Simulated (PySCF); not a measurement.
Rb(I) cation (IRb), SMILES [I][Rb] (connectivity only; charge and spin as stated), charge +1, multiplicity 2.

Geometry: PBE0-D3(BJ)/def2-TZVPD. The multiplicity is an assumed one; other spin states were not compared. The def2 effective core potentials stand for the cores of I, Rb; spin–orbit coupling is left out.

Two levels are set side by side: PBE/def2-TZVPD (PySCF) and M06-2X/def2-TZVPD (PySCF). Same geometry, gas phase. Differences are taken from unrounded values.

| quantity | M06-2X |
|---|---|
| α-spin orbital gap (eV) | 8.32 |
| β-spin orbital gap (eV) | 4.72 |

### Question
What does PBE give, and how far is it from M06-2X? (An estimate is asked for; the answer gives what the named calculation found.)

### Answer

```tsv
quantity	PBE	PBE minus M06-2X
α-spin orbital gap (eV)	5.17	-3.15
β-spin orbital gap (eV)	0.13	-4.59
```

Rough cost on one machine, each run with all the roots and properties that it gave: M06-2X against PBE about 5 times.
